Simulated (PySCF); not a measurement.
# How methods differ on the ionisation energy of I²⁸⁺

I²⁸⁺ [Ar] 3d7 (4F) → I²⁹⁺ [Ar] 3d6 (5D), as a difference of total energies. Calculation: PySCF 2.14, in an uncontracted even-tempered set (19 s from 3.6 bohr⁻², ratio 2.5; 13 p from 4.7 bohr⁻², ratio 2.5; 8 d from 4.7 bohr⁻², ratio 2.5; 4 f from 21 bohr⁻², ratio 2.7; 3 g from 32 bohr⁻², ratio 2.7); the spin-free X2C one-electron Hamiltonian (Gaussian nucleus). Correlated levels: outer shells: [Ne] frozen; virtual orbitals above 40 to 60 times the deepest correlated orbital energy dropped. The calculations carry no spin-orbit coupling.

```csv
method,ionisation energy (eV)
UHF,1639.0
LDA,1639.8
PBE,1640.2
PBE0,1640.4
r2SCAN,1641.4
B97-3,1640.6
PBEsol,1639.7
MP2 (outer shells),1640.2
SCS-MP2 (outer shells),1640.4
```

A first-order spin-orbit estimate (lowest level to lowest level, LS coupling) adds 2.440 eV.

Breit and QED terms and the two-electron picture change are absent.

For comparison: 1639 ± 4 eV (theoretical estimate listed by NIST; NIST Atomic Spectra Database, ionization energies).
